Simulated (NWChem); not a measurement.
Species: MgSiH₃Cl; SMILES [SiH3][Mg][Cl]

```xyz
6

Mg    -0.0505    -0.3079     0.0001
Cl    -0.3971    -2.4917    -0.0004
Si     0.3495     2.2243     0.0006
H     -0.9292     2.9956    -0.1459
H      1.2454     2.6544    -1.1236
H      0.9945     2.6934     1.2716
```
Atoms are numbered in this order, from 1.

Structure relaxed at the PBE0/def2-SVP level.

Task: List the 4 lowest vertical singlet excitations from CAM-B3LYP/def2-SVPD, TDA (NWChem).

Result: 
| state | energy (eV) | oscillator strength | leading excitation (squared amplitude) |
|---|---|---|---|
| S1 | 5.66 | 0.113 | HOMO → LUMO+1 (0.93) |
| S2 | 5.66 | 0.114 | HOMO → LUMO+2 (0.93) |
| S3 | 5.83 | 0.623 | HOMO → LUMO (0.95) |
| S4 | 6.42 | 0.077 | HOMO−2 → LUMO (0.93) |
